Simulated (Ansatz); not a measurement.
Al3Ga2⁺ (the lowest singlet isomer of a short search), 5 atoms. Hardware: 4 threads of Arm Neoverse V2 on a shared host.

Correlated methods freeze 33 core orbitals; core or outer-core shells of Ga are correlated, in sets that lack core-valence functions.

(1) How many basis functions does each of these Ansatz runs have, and roughly what does it cost? HF/def2-TZVP, charge 1 singlet, energy, from earlier orbitals; HF/STO-3G, charge 1 singlet, energy; PBE-D4/def2-TZVP, charge 1 singlet, energy and forces, from earlier orbitals; MP2/def2-TZVP, charge 1 singlet, energy, from earlier orbitals; PBE-D4/def2-SVP, charge 1 singlet, energy, from earlier orbitals; revPBE-D4/def2-TZVP, charge 1 singlet, energy, from earlier orbitals; r2SCAN-D4/def2-TZVP, charge 1 singlet, energy, from earlier orbitals; CCSD(T)/def2-TZVPP, charge 1 singlet, energy, from earlier orbitals; r2SCAN-D4/def2-SVP, charge 1 singlet, relaxation, 16 steps; PBE0-D4/def2-TZVP, charge 1 singlet, energy, from earlier orbitals; CAM-B3LYP-D4/def2-TZVP, charge 1 singlet, energy, from earlier orbitals; PBE0-D4/def2-SVP, charge 1 singlet, energy, from earlier orbitals.

## Answers

(1) Other jobs shared the machine, so times can vary by a factor of up to 3. A dash marks memory too small to be measured apart from the calling script's.

| run | functions | fitting or Cholesky vectors | wall time | peak host memory (GiB) |
| --- | --- | --- | --- | --- |
| PBE-D4/def2-SVP, charge 1 singlet, energy, from earlier orbitals | 118 | 1289 | 1.1 s | – |
| HF/STO-3G, charge 1 singlet, energy | 63 | 632 | 1.4 s | – |
| PBE0-D4/def2-SVP, charge 1 singlet, energy, from earlier orbitals | 118 | 1112 | 1.8 s | – |
| revPBE-D4/def2-TZVP, charge 1 singlet, energy, from earlier orbitals | 207 | 1513 | 2.3 s | – |
| PBE-D4/def2-TZVP, charge 1 singlet, energy and forces, from earlier orbitals | 207 | 1513 | 2.3 s | – |
| PBE0-D4/def2-TZVP, charge 1 singlet, energy, from earlier orbitals | 207 | 1663 | 4.9 s | 0.82 |
| r2SCAN-D4/def2-TZVP, charge 1 singlet, energy, from earlier orbitals | 207 | 1513 | 5.5 s | – |
| MP2/def2-TZVP, charge 1 singlet, energy, from earlier orbitals | 207 | 1346 | 6 s | 0.63 |
| HF/def2-TZVP, charge 1 singlet, energy, from earlier orbitals | 207 | 1915 | 7.5 s | 1.1 |
| CAM-B3LYP-D4/def2-TZVP, charge 1 singlet, energy, from earlier orbitals | 207 | 1583 | 8 s | 0.97 |
| r2SCAN-D4/def2-SVP, charge 1 singlet, relaxation, 16 steps | 118 | 1289 | 33 s | – |
| CCSD(T)/def2-TZVPP, charge 1 singlet, energy, from earlier orbitals | 222 | 1435 | 85 s | 2.9 |
